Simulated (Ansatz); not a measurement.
`[SeH][SnH3]` + `O[SiH](O)F` → `O[Si](O)(F)[SeH]` + `[SnH4]`  (formal exchange of groups at the Se–Sn bond)

Calculated with Ansatz (gas phase, PBE0-D4/def2-TZVP geometries, no zero-point term in ΔE). CBS: MP2 limit from def2 TZ/QZ plus the TZ coupled-cluster correction, frozen cores. This one scheme is used for every species. DFT in def2-TZVPP. B3LYP here is the variant with VWN-RPA as its local correlation; programs differ in this. HSE06 is defined as in plane-wave codes. Elements past krypton have def2 core potentials. For Se, Sn outer-core shells are correlated without core-valence functions, which leaves a few kJ/mol of doubt a bond. Scalar relativity is left out up to krypton. Each species was taken in one conformer, which may not be the lowest.

`[SeH][SnH3]`:

Z-matrix (Å, degrees):
```
Sn
Se 1 2.533
H 1 1.702 2 104.9
H 1 1.705 2 109.7 3 119.5
H 1 1.705 2 109.7 3 -119.5
H 2 1.469 1 92.3 3 179.8
```

`O[SiH](O)F`:

```xyz
7

O     0.904   -0.866   -0.528
Si   -0.037    0.381   -0.066
O    -1.539   -0.169    0.187
F     0.596    1.002    1.260
H     1.852   -0.793   -0.411
H    -0.126    1.468   -1.049
H    -1.651   -1.023    0.607
```

`O[Si](O)(F)[SeH]`:

Z-matrix (Å, degrees):
```
Si
O 1 1.619
F 1 1.590 2 111.2
O 1 1.628 2 106.4 3 -118.8
Se 1 2.258 2 109.1 3 116.9
H 2 0.959 1 116.9 3 101.1
H 4 0.958 1 118.4 2 -169.1
H 5 1.468 1 91.3 2 -135.5
```

`[SnH4]`:

Cartesian coordinates in Å:
```
Sn 0.000 0.000 0.000
H 1.363 -0.741 -0.703
H -1.240 -1.153 0.188
H -0.545 1.260 -1.009
H 0.421 0.634 1.524
```

```tsv
level	ΔE (kcal/mol)	difference from CCSD(T)/CBS
LDA (SPW92)	1.6	-4.4
PBE-D4	3.4	-2.6
BLYP-D4	4.5	-1.5
r2SCAN-D4	3.6	-2.4
B97M-V	1.7	-4.3
PBE0-D4	3.8	-2.2
B3LYP-D4	4.8	-1.2
r2SCANh-D4	3.8	-2.2
HSE06-D4	3.9	-2.1
BHLYP-D4	5.5	-0.5
CAM-B3LYP-D4	4.2	-1.8
ωB97X-V	4.0	-2.0
ωB97M-V	3.8	-2.2
B2PLYP	5.7	-0.3
PBE-QIDH	4.5	-1.5
PBE	4.3	-1.7
revPBE	5.0	-1.0
r2SCAN	3.8	-2.2
PBE0	4.5	-1.5
B3LYP	6.2	0.2
r2SCANh	4.0	-2.0
r2SCAN0	4.2	-1.8
HSE06	4.5	-1.5
BHLYP	6.3	0.3
CAM-B3LYP	5.0	-1.0
LC-ωPBE	3.4	-2.6
RPA@PBE/def2-TZVPP	4.3	-1.7
HF/def2-SVP	7.3	1.3
MP2/def2-SVP	5.7	-0.3
CCSD/def2-SVP	5.8	-0.2
CCSD(T)/def2-SVP	5.5	-0.5
HF/def2-TZVPP	7.7	1.7
MP2/def2-TZVPP	4.9	-1.1
SCS-MP2/def2-TZVPP	5.5	-0.5
CCSD(T)/def2-TZVPP	4.2	-1.8
HF/def2-QZVPP	8.0	2.0
MP2/def2-QZVPP	6.0	0.0
SCS-MP2/def2-QZVPP	6.5	0.5
MP2/CBS(def2)	6.6	0.6
CCSD/CBS(def2)	6.4	0.4
CCSD(T)/CBS	6.0	0
```

**Question.** What do rigid-rotor, harmonic-oscillator terms from PBE0-D4/def2-TZVP frequencies (298.15 K, 1 bar) make of the CCSD(T)/CBS value? (An estimate is asked.)

**Answer.** Ansatz gave: ΔZPE = -1.3 kcal/mol, ΔH = +5.0 kcal/mol, ΔS = -22 J/(mol·K), ΔG = +6.6 kcal/mol.

Largest T1 diagnostic among the species: 0.013.

Leaving LDA and LC-ωPBE aside and taking each functional with its dispersion term where it has one, the values spread over 4.0 kcal/mol, from B97M-V to B2PLYP. LDA lies −2.6 kcal/mol from PBE without D4. The D4 term adds −1.4 kcal/mol with B3LYP and −0.7 kcal/mol with PBE0; it sums over pairs of atoms, weighted by their polarisabilities, and B3LYP, whose exchange is more repulsive, gets the larger term. In def2-TZVPP, CCSD(T) changes the Hartree–Fock value by −3.5 kcal/mol (the triples alone add −0.4 kcal/mol) and MP2 by −2.8 kcal/mol.
